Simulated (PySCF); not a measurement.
System: CH7ClNSi2, charge 0, multiplicity 2. It need not be the lowest isomer of its formula. SMILES: Cl[Si@H](N[SiH2])C
Structure (B3LYP-D3(BJ)/def2-TZVP (Ansatz) minimum search):
```
Si
N 1 1.7239
H 2 1.0133 1 114.15
Si 2 1.7401 3 113.79 1 166.79
H 1 1.4756 2 108.49 3 -43.23
H 4 1.4875 2 107.86 3 157.84
H 4 1.4903 6 110.38 2 117.51
C 1 1.8548 5 113.29 2 123.56
H 8 1.0909 1 111.20 5 175.37
H 8 1.0910 9 107.92 1 120.42
H 8 1.0915 9 108.42 10 117.52
Cl 1 2.0839 5 105.01 2 -118.74
```
Charge 0, spin multiplicity 2.

Dispersion corrections to the total energy (kcal/mol) from the dftd3 and dftd4 libraries through PySCF: D3(BJ) without and D4 with the three-body term, each with the damping fitted for the functional named.

```csv
functional,D3(BJ),D4
PW6B95,-4.75,-6.53
revPBE,-18.70,-21.98
CAM-B3LYP,-6.97,[?]
PBE0,-7.14,-6.83
B2PLYP,-7.06,[?]
TPSSh,-9.57,-9.77
TPSS,-10.22,[?]
```

**Question.** Fill in the missing entries.

**Answer.** 
- CAM-B3LYP, D4: -7.03
- B2PLYP, D4: -5.60
- TPSS, D4: -10.73
